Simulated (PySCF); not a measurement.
H5SSiTl.
SMILES with atom numbers: `[SiH3:1][S:2][TlH2:3]` (hydrogens: H4, H5, H6 on Si1; H7, H8 on Tl3)

Method: PBE0-D3(BJ)/def2-SVP geometry optimisation, gas phase, def2 core potentials past Kr in PySCF 2.14.0; density fitting, grid level 1; the optimiser is geomeTRIC in internal coordinates, started from a GFN2-xTB structure with every atom displaced at random (about 0.01 Å).

Step 0: E = -23475.4868 eV
```
atom  x, y, z in Å  |  force x, y, z in eV/Å
Si1    -1.6157   -0.1176    0.0750    0.643   0.252  -0.589
S2      0.0665   -1.2702   -0.5042    0.010  -0.814  -0.307
Tl3     2.0499    0.0499   -0.1101    1.013   0.786   0.197
H4     -1.4308    1.2805   -0.4029   -0.220   0.143   0.036
H5     -2.7222   -0.7905   -0.6155   -0.536  -0.059  -0.058
H6     -1.7410   -0.1422    1.5217   -0.319   0.055   0.776
H7      3.5872   -0.7562   -0.4610   -0.498   0.076   0.062
H8      1.8612    1.7265    0.4449   -0.093  -0.439  -0.116
```

Step 1: E = -23475.6352 eV
```
atom  x, y, z in Å  |  force x, y, z in eV/Å
Si1    -1.5320   -0.1273    0.0457    0.022  -0.066  -0.025
S2      0.1063   -1.3661   -0.5623   -0.035   0.050  -0.009
Tl3     2.0797    0.0883   -0.1267    0.066  -0.014   0.132
H4     -1.3993    1.2804   -0.4381    0.033   0.015  -0.013
H5     -2.7637   -0.7253   -0.5459   -0.035  -0.001  -0.012
H6     -1.7031   -0.0901    1.5301    0.038   0.003   0.022
H7      3.5482   -0.7180   -0.4388    0.121  -0.227  -0.139
H8      1.7188    1.6382    0.4839   -0.209   0.239   0.045
```

Task: Estimate the geometry and energy of step 2. (The exact step hangs on the optimiser's Hessian estimate; all steps are aligned on step 1, rigid shifts and turns removed.)

Result: E = -23475.6496 eV, largest force 0.345 eV/Å
```
atom  x, y, z in Å  |  force x, y, z in eV/Å
Si1    -1.5227   -0.1340    0.0419    0.004  -0.038  -0.013
S2      0.1209   -1.3653   -0.5543   -0.078  -0.016   0.018
Tl3     2.0752    0.0982   -0.0705    0.251   0.231  -0.049
H4     -1.3746    1.2746   -0.4387    0.003   0.007  -0.003
H5     -2.7565   -0.7246   -0.5575   -0.006   0.018   0.006
H6     -1.6908   -0.0986    1.5276    0.008   0.010   0.004
H7      3.5156   -0.7678   -0.4856   -0.135   0.015   0.064
H8      1.6880    1.6977    0.4850   -0.046  -0.227  -0.027
```

The energy changes by -0.0144 eV. The first-order estimate −F·Δx gives -0.0427 eV and the mean of the old and new forces, exact on a quadratic surface, -0.0144 eV. The step makes an angle of 42° with the force vector and moves no atom by more than 0.076 Å.

The cost below is that of the whole optimisation. On one thread of an AMD EPYC 9R14 (shared host), this took 23 s of wall time and 0.38 GiB of memory at its peak.
